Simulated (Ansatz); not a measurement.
Mulliken charges of `[CH3][V](=[O])([OH])[OH]` from ωB97M-V/def2-TZVPP in Ansatz (PBE0-D4/def2-TZVP geometry).

| atom | x (Å) | y (Å) | z (Å) | charge (e) |
| --- | --- | --- | --- | --- |
| C1 | -0.782 | -0.903 | -0.645 | -0.481 |
| V2 | 0.662 | 0.005 | 0.424 | 0.928 |
| O3 | 1.609 | -1.147 | 0.864 | -0.414 |
| O4 | -0.157 | 0.708 | 1.822 | -0.402 |
| O5 | 1.477 | 1.087 | -0.708 | -0.402 |
| H6 | -1.279 | -1.632 | -0.003 | 0.149 |
| H7 | -1.501 | -0.158 | -0.998 | 0.122 |
| H8 | -0.316 | -1.409 | -1.492 | 0.149 |
| H9 | -0.711 | 1.492 | 1.756 | 0.177 |
| H10 | 1.081 | 1.907 | -1.017 | 0.177 |

Problem. By hand: the dipole of these point charges (1 e Å = 4.8032 D).

Solution. Σ q r = (-0.562, 0.321, -0.316) e Å, of length 0.720 e Å = 3.46 D.

Problem. How does the dipole of the full density compare? (Best estimate.)

Solution. Ansatz gave: (-0.583, 0.641, -0.281) e Å, 4.38 D; the point charges give 0.79 times that, at 18° from its direction.

Point charges leave out the atoms' own dipoles, such as those of lone pairs, and Mulliken's split depends on the basis, so the two needn't agree.
